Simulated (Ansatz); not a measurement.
Ansatz (a program for electronic structure) input (B3LYP-D3(BJ)/def2-TZVP):

Ansatz 0.2 input:
```yaml
crystal:
  periodic: [false, false, false]
  atoms:
    - {symbol: F, position_ang: [-1.18261059, -0.45587354, 0.19349076]}
    - {symbol: S, position_ang: [-0.00851766, 0.42106893, -0.24933404]}
    - {symbol: F, position_ang: [1.19770611, -0.43039347, 0.15520534]}
    - {symbol: H, position_ang: [0.00042284, 1.23930015, 0.85107977]}
basis:
  gaussian:
    orbitals: def2-TZVP
hamiltonian:
  xc: b3lyp
  dispersion: d3bj
total_charge: 1
phonons: {temperatures: {t_min: 298.15, t_max: 298.15, t_step: 100}}
```

Output:

```
Functional definition: B3LYP
integrals: 0.03 GiB planned
627 factors; their error is unknown
mean field: 0.27 GiB planned
mean field evaluation 1: about -16268.3169 eV, gradient 8.6e1 eV
mean field evaluation 2: about -16231.4811 eV, gradient 1.8e2 eV
mean field evaluation 4: about -16278.0726 eV, gradient 4.2e0 eV
mean field evaluation 8: about -16278.1032 eV, gradient 2.2e-2 eV
mean field evaluation 16: about -16278.1360 eV, gradient 1.2e-5 eV
mean field -16278.13601561 eV, -598.2104648568 hartree, gradient 1.0e-5 eV, S^2 0.000000; 0 other end points of the search recorded, 0 dependent functions left out
the calculation of the forces begins
reference -16278.13617973 eV, -598.2104708881 hartree; 17, 17 occupied and 88, 88 virtual orbitals, 627 factors
these checks for a lower state are left out or cut short: stability, starts, cluster_reference, orbital_swaps, neighbouring_geometries, increment
integrals: 0.03 GiB planned
627 factors; their error is unknown
mean field: 0.27 GiB planned
mean field -16278.13592934 eV, -598.2104616865 hartree, gradient 1.1e-6 eV, S^2 0.000000; 0 other end points of the search recorded, 0 dependent functions left out
the calculation of the forces begins
reference -16278.13609345 eV, -598.2104677172 hartree; 17, 17 occupied and 88, 88 virtual orbitals, 627 factors
these checks for a lower state are left out or cut short: stability, starts, cluster_reference, orbital_swaps, neighbouring_geometries, increment
integrals: 0.03 GiB planned
627 factors; their error is unknown
mean field: 0.27 GiB planned
mean field evaluation 32: about -16278.1359 eV, gradient 9.9e-7 eV
mean field -16278.13594545 eV, -598.2104622785 hartree, gradient 9.9e-7 eV, S^2 0.000000; 0 other end points of the search recorded, 0 dependent functions left out
the calculation of the forces begins
reference -16278.13610959 eV, -598.2104683103 hartree; 17, 17 occupied and 88, 88 virtual orbitals, 627 factors
these checks for a lower state are left out or cut short: stability, starts, cluster_reference, orbital_swaps, neighbouring_geometries, increment
integrals: 0.03 GiB planned
627 factors; their error is unknown
mean field: 0.27 GiB planned
mean field -16278.13596371 eV, -598.2104629495 hartree, gradient 1.6e-6 eV, S^2 0.000000; 0 other end points of the search recorded, 0 dependent functions left out
the calculation of the forces begins
reference -16278.13612781 eV, -598.2104689800 hartree; 17, 17 occupied and 88, 88 virtual orbitals, 627 factors
these checks for a lower state are left out or cut short: stability, starts, cluster_reference, orbital_swaps, neighbouring_geometries, increment
integrals: 0.03 GiB planned
627 factors; their error is unknown
mean field: 0.27 GiB planned
mean field -16278.13596922 eV, -598.2104631521 hartree, gradient 9.9e-7 eV, S^2 0.000000; 0 other end points of the search recorded, 0 dependent functions left out
the calculation of the forces begins
reference -16278.13613336 eV, -598.2104691840 hartree; 17, 17 occupied and 88, 88 virtual orbitals, 627 factors
these checks for a lower state are left out or cut short: stability, starts, cluster_reference, orbital_swaps, neighbouring_geometries, increment
integrals: 0.03 GiB planned
627 factors; their error is unknown
mean field: 0.27 GiB planned
mean field -16278.13599790 eV, -598.2104642061 hartree, gradient 1.1e-6 eV, S^2 0.000000; 0 other end points of the search recorded, 0 dependent functions left out
the calculation of the forces begins
reference -16278.13616202 eV, -598.2104702373 hartree; 17, 17 occupied and 88, 88 virtual orbitals, 627 factors
these checks for a lower state are left out or cut short: stability, starts, cluster_reference, orbital_swaps, neighbouring_geometries, increment
integrals: 0.03 GiB planned
627 factors; their error is unknown
mean field: 0.27 GiB planned
mean field -16278.13600012 eV, -598.2104642874 hartree, gradient 2.9e-6 eV, S^2 0.000000; 0 other end points of the search recorded, 0 dependent functions left out
the calculation of the forces begins
reference -16278.13616423 eV, -598.2104703186 hartree; 17, 17 occupied and 88, 88 virtual orbitals, 627 factors
these checks for a lower state are left out or cut short: stability, starts, cluster_reference, orbital_swaps, neighbouring_geometries, increment
integrals: 0.03 GiB planned
627 factors; their error is unknown
mean field: 0.27 GiB planned
mean field evaluation 64: about -16278.1359 eV, gradient 9.8e-7 eV
mean field -16278.13591102 eV, -598.2104610133 hartree, gradient 9.9e-7 eV, S^2 0.000000; 0 other end points of the search recorded, 0 dependent functions left out
the calculation of the forces begins
reference -16278.13607512 eV, -598.2104670436 hartree; 17, 17 occupied and 88, 88 virtual orbitals, 627 factors
these checks for a lower state are left out or cut short: stability, starts, cluster_reference, orbital_swaps, neighbouring_geometries, increment
integrals: 0.03 GiB planned
627 factors; their error is unknown
mean field: 0.27 GiB planned
mean field -16278.13590730 eV, -598.2104608763 hartree, gradient 9.9e-7 eV, S^2 0.000000; 0 other end points of the search recorded, 0 dependent functions left out
the calculation of the forces begins
reference -16278.13607144 eV, -598.2104669085 hartree; 17, 17 occupied and 88, 88 virtual orbitals, 627 factors
these checks for a lower state are left out or cut short: stability, starts, cluster_reference, orbital_swaps, neighbouring_geometries, increment
integrals: 0.03 GiB planned
627 factors; their error is unknown
mean field: 0.27 GiB planned
mean field -16278.13588153 eV, -598.2104599295 hartree, gradient 1.1e-6 eV, S^2 0.000000; 0 other end points of the search recorded, 0 dependent functions left out
the calculation of the forces begins
reference -16278.13604565 eV, -598.2104659608 hartree; 17, 17 occupied and 88, 88 virtual orbitals, 627 factors
these checks for a lower state are left out or cut short: stability, starts, cluster_reference, orbital_swaps, neighbouring_geometries, increment
integrals: 0.03 GiB planned
627 factors; their error is unknown
mean field: 0.27 GiB planned
mean field -16278.13588403 eV, -598.2104600212 hartree, gradient 9.9e-7 eV, S^2 0.000000; 0 other end points of the search recorded, 0 dependent functions left out
the calculation of the forces begins
reference -16278.13604815 eV, -598.2104660524 hartree; 17, 17 occupied and 88, 88 virtual orbitals, 627 factors
these checks for a lower state are left out or cut short: stability, starts, cluster_reference, orbital_swaps, neighbouring_geometries, increment
integrals: 0.03 GiB planned
627 factors; their error is unknown
mean field: 0.27 GiB planned
mean field -16278.13596637 eV, -598.2104630472 hartree, gradient 1.3e-6 eV, S^2 0.000000; 0 other end points of the search recorded, 0 dependent functions left out
the calculation of the forces begins
reference -16278.13613051 eV, -598.2104690795 hartree; 17, 17 occupied and 88, 88 virtual orbitals, 627 factors
these checks for a lower state are left out or cut short: stability, starts, cluster_reference, orbital_swaps, neighbouring_geometries, increment
integrals: 0.03 GiB planned
627 factors; their error is unknown
mean field: 0.27 GiB planned
mean field evaluation 96: about -16278.1017 eV, gradient 1.8e-1 eV
mean field -16278.13596529 eV, -598.2104630075 hartree, gradient 1.4e-6 eV, S^2 0.000000; 0 other end points of the search recorded, 0 dependent functions left out
the calculation of the forces begins
reference -16278.13612938 eV, -598.2104690377 hartree; 17, 17 occupied and 88, 88 virtual orbitals, 627 factors
these checks for a lower state are left out or cut short: stability, starts, cluster_reference, orbital_swaps, neighbouring_geometries, increment
integrals: 0.03 GiB planned
627 factors; their error is unknown
mean field: 0.27 GiB planned
mean field -16278.13599102 eV, -598.2104639532 hartree, gradient 1.4e-6 eV, S^2 0.000000; 0 other end points of the search recorded, 0 dependent functions left out
the calculation of the forces begins
reference -16278.13615511 eV, -598.2104699835 hartree; 17, 17 occupied and 88, 88 virtual orbitals, 627 factors
these checks for a lower state are left out or cut short: stability, starts, cluster_reference, orbital_swaps, neighbouring_geometries, increment
integrals: 0.03 GiB planned
627 factors; their error is unknown
mean field: 0.27 GiB planned
mean field -16278.13599698 eV, -598.2104641723 hartree, gradient 1.2e-6 eV, S^2 0.000000; 0 other end points of the search recorded, 0 dependent functions left out
the calculation of the forces begins
reference -16278.13616113 eV, -598.2104702045 hartree; 17, 17 occupied and 88, 88 virtual orbitals, 627 factors
Total energy: -16278.21195813 eV, -598.2132556928 hartree
Atom 0 at    -1.182611    -0.455874     0.193491 Å, force    -0.000252    -0.000054    -0.000254 eV/Å
Atom 1 at    -0.008518     0.421069    -0.249334 Å, force     0.000016    -0.000008     0.000968 eV/Å
Atom 2 at     1.197706    -0.430393     0.155205 Å, force     0.000244    -0.000048    -0.000262 eV/Å
Atom 3 at     0.000423     1.239300     0.851080 Å, force    -0.000008     0.000110    -0.000451 eV/Å
Dipole moment:    -0.006107     0.585043     0.009663 e Å
Vibrations: 383.47 926.13 949.09 1061.52 1071.20 2486.04 cm⁻¹, zero-point energy 0.426348 eV
```

It need not be the lowest isomer of its formula.
